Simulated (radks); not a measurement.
The numbers below are computed, except where a source is named.
Dynamic dipole polarisability and lines of the nitrogen ion N5+, [He]. Code: a radial shooting solver on a logarithmic mesh with Libxc functionals. Model: non-relativistic Kohn-Sham, LB94 model potential, spin-polarised, spherical densities, point nucleus. Time-dependent linear response with the Hartree and adiabatic LDA kernel, continuum included through the Sternheimer equations. Lines are the poles of the dipole polarisability below minus the highest occupied eigenvalue, found on a grid refined at the orbital gaps; the lowest seven at most are given, and weak or close lines can be missed. The first line takes the name of the lowest orbital gap if no other gap lies below it; otherwise a line is named after a gap within 0.6 % of it, if that gap stands alone.

photon energy (eV)  alpha (bohr^3)
0                         0.004762
26.573                    0.004777
62.004                    0.004845
97.434                    0.004972
132.86                    0.005169
168.30                    0.005456
203.73                    0.005864
239.16                    0.006451
274.59                    0.007327
310.02                    0.008737
345.45                     0.01135
380.88                     0.01795
416.31                     0.08336
451.74                    -0.01298
487.17                      0.1139
522.60                    -0.01127

Lines (eV, oscillator strength): 423.71 (2.926 nm, 1s-2p), f = 0.660; 488.06 (2.540 nm, 1s-3p), f = 0.137; 510.32 (2.430 nm, 1s-4p), f = 0.0528; 520.78 (2.381 nm, unassigned), f = 0.0260; 526.49 (2.355 nm, unassigned), f = 0.0147. Higher lines, where found, are left out when the end of the mesh affects them. Those listed give 72 % of the static polarisability (sum of f/w^2). Orbital energy gaps for comparison: 1s-2p 422.50 eV; 1s-3p 487.61 eV; 1s-4p 510.12 eV; 1s-5p 520.68 eV; 1s-6p 526.43 eV.
